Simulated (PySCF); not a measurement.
Gas-phase equilibrium of 1 mol GeCl₄, 0.58 mol O₂ at 1800 K and 1.01 bar, among 12 species (ClO, O₂, O, GeCl₃, Ge₂O₂, O₃, GeCl₄, Cl, Cl₂, GeO₂, GeCl₂, GeO). Only gases are allowed; each row takes one source of thermochemistry for all species, and Cantera finds the minimum.

Energies from PySCF (xtb for GFN2), thermal terms from the rigid-rotor harmonic-oscillator model, ideal gas at 1 bar. † marks an energy on the PBE0/def2-TZVP geometry and frequencies; other levels use their own. 6-31G* has spherical d functions here. Open shells (unrestricted) among the columns below: ClO (multiplicity 2, electronic degeneracy 4), O₂ (multiplicity 3), GeCl₃ (multiplicity 2), Cl (multiplicity 2, electronic degeneracy 6); the rest are closed-shell singlets. GFN2 has no spin-polarisation term. Spin-orbit splitting is ignored; it lowers the true energy and changes the entropy of ClO, Cl. B3LYP is the form with VWN-RPA correlation. Ge: all electrons, no relativistic terms. GeCl₃, GeO₂: computed as isolated molecules; such fragments, hydroxides, amides, oligomers or adducts are transient or little studied in the gas. The harmonic model lacks anharmonicity and excited electronic states, which grow with temperature; levels with a mode under 35 cm⁻¹ are left out.

Molecules larger than those listed are left out, and so are free Ge atoms, whose spin-orbit terms are large. Also missing: (GeO)n, which can matter at low temperature or high pressure.

Mole fractions:

```csv
thermochemistry,x Cl₂,x GeCl₄,x Cl,x GeCl₂,x O₂,x GeO,x GeO₂,x GeCl₃,x ClO
B3LYP/6-31G*,0.082,0.061,0.39,0.27,0.19,0.0019,7.9e-8,0.0040,0.00043
BLYP/def2-TZVP†,0.25,0.015,0.21,0.32,0.19,0.017,9.4e-6,0.0020,0.0022
GFN2-xTB,0.62,6.0e-5,0.042,0.0093,0.00075,0.27,0.052,3.0e-5,0.0051
PBE0/def2-QZVP†,0.11,0.34,0.10,0.15,0.29,0.0021,1.4e-6,0.0063,0.00100
r2SCAN/def2-TZVP†,0.059,0.44,0.081,0.093,0.31,0.0017,2.8e-6,0.0078,0.00082
```
The most sensitive of these is GeO₂: it spans a factor of 10^5.8 over these rows; at this temperature one factor of ten is RT ln 10 = 34 kJ/mol.
